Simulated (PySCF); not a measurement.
Ga(Cl)2(SiH3) (Cl2GaH3Si), SMILES [Ga]([SiH3])([Cl])[Cl].

Coordinates come from a B3LYP-D3(BJ)/def2-SVP optimisation. The structure was generated by enumeration; whether it is a known compound was not checked.

Computed with TDA-PBE/def2-SVPD (PySCF 2.14.0).

Vertical excitations. Gas-phase values at a fixed geometry.

Task: Give excitation energies, oscillator strengths and character. (An estimate is asked for; the answer gives what the named calculation found.)

Result: 
```csv
state,energy (eV),λ (nm),f,main pairs
S1,4.73,262,0.008,HOMO→LUMO 96 %
S2,4.78,259,0.000,HOMO−1→LUMO 100 %
S3,5.29,234,0.014,"HOMO−2→LUMO 77 %, HOMO−1→LUMO+1 19 %"
S4,5.58,222,0.088,"HOMO→LUMO+1 68 %, HOMO−3→LUMO 25 %"
S5,5.63,220,0.040,"HOMO−1→LUMO+1 78 %, HOMO−2→LUMO 15 %"
S6,5.72,217,0.000,HOMO−2→LUMO+1 99 %
S7,5.87,211,0.103,"HOMO−3→LUMO 55 %, HOMO→LUMO+1 14 %, HOMO−4→LUMO 14 %, HOMO−4→LUMO+1 10 %"
S8,5.91,210,0.022,HOMO−4→LUMO 77 %
S9,6.22,199,0.023,HOMO−3→LUMO+1 93 %
S10,6.26,198,0.000,HOMO−5→LUMO 97 %
T1,4.25,292,0,HOMO→LUMO 98 %
T2,4.69,265,0,HOMO−1→LUMO 100 %
T3,4.83,256,0,HOMO−2→LUMO 100 %
T4,4.88,254,0,HOMO→LUMO+1 98 %
```
Triplets are in the Tamm–Dancoff approximation.
